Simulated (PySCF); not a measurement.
HCl2FSi, singlet, geometry from GFN2-xTB. Base run: PySCF with PBE/cc-pVDZ.

PySCF was given this input:
```python
from pyscf import gto, scf, dft, solvent

mol = gto.Mole()
mol.atom = '''
    Si    0.004010    0.406522    0.356339
    F    -0.113682    1.653314   -0.650913
    Cl   -1.624267   -0.708086    0.078774
    Cl    1.677728   -0.561506   -0.125606
    H     0.058174    1.011940    1.665624
'''
mol.basis = 'cc-pvdz'
mol.charge = 0
mol.spin = 0
mol.verbose = 4
mol.build()

mf = dft.RKS(mol)
mf.xc = 'pbe'
mf.kernel()
```

Each row names what was changed in the base input (with any setting that the change needs).

| change | ΔE vs base (kJ/mol) | dipole (D) | HOMO-LUMO gap (eV) |
|---|---|---|---|
| base | 0.00 | 1.13 | 7.55 |
| model = IEF-PCM; solvent = tetrahydrofuran | -3.97 | 1.34 | 7.63 |
| model = C-PCM; solvent = toluene | -2.75 | 1.27 | 7.61 |
| model = IEF-PCM; solvent = toluene | -2.27 | 1.25 | 7.59 |
| model = IEF-PCM; solvent = toluene; lebedev_order = 41 | -2.26 | 1.25 | 7.59 |
| model = IEF-PCM; solvent = toluene; vdw_scale = 1.4 | -1.13 | 1.21 | 7.58 |
| model = ddCOSMO; solvent = toluene | -3.05 | 1.26 | 7.61 |
| model = IEF-PCM; solvent = water | -4.90 | 1.40 | 7.65 |
| model = IEF-PCM; solvent = dimethylsulfoxide | -4.83 | 1.39 | 7.65 |
| model = IEF-PCM; solvent = toluene; vdw_scale = 1.1 | -3.53 | 1.27 | 7.61 |
| model = IEF-PCM; solvent = chloroform | -3.45 | 1.31 | 7.62 |
| model = IEF-PCM; solvent = toluene; r_probe = 0.5 | -0.90 | 1.20 | 7.57 |

The base is the gas phase, so ΔE is the electrostatic part of solvation at a fixed geometry, without cavity and dispersion terms.
